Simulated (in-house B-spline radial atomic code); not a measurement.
Settings and results of a run for Fe. Computed with an all-electron radial atomic-structure program (B-spline basis): Dirac-Hartree-Fock, average of configuration, Fermi nucleus of rms radius 3.7377 fm, inside a hard spherical wall at 2.9 bohr.

Command:
```bash
python run_scf.py task.json out
```
Settings (nuclear radius in fm, mass in u):
```
Z                26
configuration    [Ar] 3d6 4s1 4f1
hamiltonian      dirac
method           hf
spin_polarised   False
nucleus          fermi
rms_radius       3.7377
atomic_mass      55.93494
speed_of_light   137.035999084
wall_radius      2.9
```

Output (hartree, bohr):
```
 radial grid: 61 intervals, B-splines of order 8, outer radius 2.9 bohr

 iter        energy (Eh)    residual
    1      -1267.0541626    3.84e-01
    2      -1267.7362730    1.26e-01
    3      -1268.1836227    1.74e-02
    4      -1268.1922132    6.13e-03
    5      -1268.1923998    1.66e-03
    6      -1268.1924593    5.96e-04
    7      -1268.1924698    9.00e-05
    8      -1268.1924699    4.66e-06
    9      -1268.1924699    3.67e-08

 total energy                    -1268.192470
 kinetic                           1295.33207
 electron-nucleus                 -3060.35516
 electron-electron                  496.83062

 first-order corrections (not in the total)
   Gaunt                            0.51311
   retardation                     -0.04518
   frequency dependence            -0.00122
   self-energy                      0.34097
   Uehling                         -0.02883
   Wichmann-Kroll                   0.00018

 orbital      occ     eigenvalue          <r>       <r^2>       <1/r>     <1/r^2>     <1/r^3>       r_max    small
 1s1/2      2.000     -263.27403    0.0584165  0.00458983     25.9838     1383.58           -     0.03828  8.75e-03
 2s1/2      2.000      -31.92199     0.265161   0.0830451     5.61418     133.322           -      0.2217  1.63e-03
 2p1/2      2.000      -27.29137      0.23293   0.0667053     5.52916     42.8452           -      0.1783  1.59e-03
 2p3/2      4.000      -26.82505      0.23589   0.0682803     5.43275     40.4953     468.481      0.1807  1.57e-03
 3s1/2      2.000       -3.76100     0.815702    0.768204      1.7274     18.8933           -      0.7016  3.37e-04
 3p1/2      2.000       -2.30938     0.863145    0.876665     1.58774     5.69412           -      0.7146  2.94e-04
 3p3/2      4.000       -2.25005     0.872067    0.894546      1.5667     5.39367     54.5772      0.7217  2.89e-04
 3d3/2      2.400       -0.10841      1.02363     1.27896     1.25241     2.11102     5.04374      0.7292  1.97e-04
 3d5/2      3.600       -0.10267      1.02697     1.28653     1.24758     2.09271     4.96059      0.7321  1.96e-04
 4s1/2      1.000        0.57842      1.75639     3.36025    0.758401     4.58655           -       1.858  1.18e-04
 4f5/2      0.429        2.10581      1.87171     3.67569    0.568236    0.350614    0.242917       1.959  8.07e-05
 4f7/2      0.571        2.10533      1.87171     3.67569    0.568225    0.350583    0.242842       1.959  8.07e-05
```

Run time, properties included: 0.59 s on 1 thread of Arm Neoverse V2, with other jobs on the host.

For the Dirac Hamiltonian the kinetic term is c α·p + (β - 1)c².
